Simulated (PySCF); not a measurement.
**MgSn⁺ at UHF-SCS-MP2**

Level: UHF-SCS-MP2. Mg x2c-SVPall, Sn x2c-SVPall; spin-free X2C with a Gaussian nucleus (PySCF 2.14).

```json
{
 "state": "²Π (doublet), unpaired electrons π ↑",
 "bond length": "3.018 Å",
 "harmonic wavenumber": "185 cm⁻¹",
 "force constant": "0.401 mdyn/Å",
 "rotational constant Be": "0.09258 cm⁻¹",
 "anharmonicity ωexe": "0.699 cm⁻¹",
 "vibration–rotation constant αe": "0.000641 cm⁻¹",
 "well depth De to Mg + Sn⁺": "137 kJ/mol",
 "dissociation energy D0": "136 kJ/mol"
}
```

Correlated steps freeze 19 core orbitals. Correlated levels converge slowly with the basis: in double zeta they bind strong bonds too weakly, by up to about 1 eV, and carry superposition errors of some tenths. Spin–orbit coupling is left out, which matters for elements this heavy, above all for dissociation energies. For an ion De counts to the pair picked by the measured ionisation energies or electron affinities, which need not be the lowest pair at this level. The state is the lowest determinant that a PBE0 search found; another state may lie lower at other levels.
